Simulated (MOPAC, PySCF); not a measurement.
C₃H₆Si, SMILES `C=C=C[SiH3]`, neutral singlet in the gas phase. 

Cartesian coordinates (Å):
```xyz
10

C      2.1751     0.2687     0.1289
C      1.0091    -0.1697    -0.2434
C     -0.1751    -0.5834    -0.5890
Si    -1.7115     0.0939     0.2131
H      2.7220    -0.2110     0.9334
H      2.6342     1.1210    -0.3600
H     -0.2567    -1.3429    -1.3654
H     -1.3243     1.1084     1.2235
H     -2.5959     0.7151    -0.8093
H     -2.4770    -1.0007     0.8682
```
Charge 0, spin multiplicity 1.

All levels are single points at this geometry (PBE0-D3(BJ)/def2-TZVP); Pople sets use spherical d functions. Orbital energies aren't observables, and empty levels follow the basis.

HF/3-21G in PySCF gives dipole (D) = 0.59.

**Question.** Estimate the dipole (D) from each of these levels: PBE-D3(BJ)/def2-TZVP in PySCF; ωB97X-D3(BJ)/def2-TZVP in PySCF; B3LYP/3-21G in PySCF; M06-2X/6-31G* in PySCF; PBE/6-31G* in PySCF; SVWN5/6-31G* in PySCF; PM3 in MOPAC; PM7 in MOPAC.

**Answer.** 
| level | dipole (D) |
|---|---|
| PBE-D3(BJ)/def2-TZVP in PySCF | 0.56 |
| ωB97X-D3(BJ)/def2-TZVP in PySCF | 0.57 |
| B3LYP/3-21G in PySCF | 0.49 |
| M06-2X/6-31G* in PySCF | 0.52 |
| PBE/6-31G* in PySCF | 0.61 |
| SVWN5/6-31G* in PySCF | 0.59 |
| PM3 in MOPAC | 0.09 |
| PM7 in MOPAC | 0.10 |
